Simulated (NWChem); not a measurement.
Species: MgGeH₃Cl; SMILES [Cl][Mg][GeH3]

```xyz
6

Mg    -0.1159     0.5964    -0.6224
Cl    -0.3713     2.1937    -2.1283
Ge     0.1796    -1.2602     1.1289
H      1.0971    -2.4034     0.6356
H      0.8064    -0.7443     2.4450
H     -1.1595    -1.9251     1.5236
```
Atoms are numbered in this order, from 1.

The geometry was optimised at PBE0/def2-SVP.

List the 4 lowest vertical singlet excitations from PBE0/def2-SVPD, TDA (NWChem).


| state | energy (eV) | oscillator strength | leading excitation (squared amplitude) |
|---|---|---|---|
| S1 | 5.60 | 0.553 | HOMO → LUMO (0.90) |
| S2 | 5.61 | 0.108 | HOMO → LUMO+1 (0.94) |
| S3 | 5.61 | 0.127 | HOMO → LUMO+2 (0.90) |
| S4 | 6.12 | 0.064 | HOMO−2 → LUMO (0.57) |
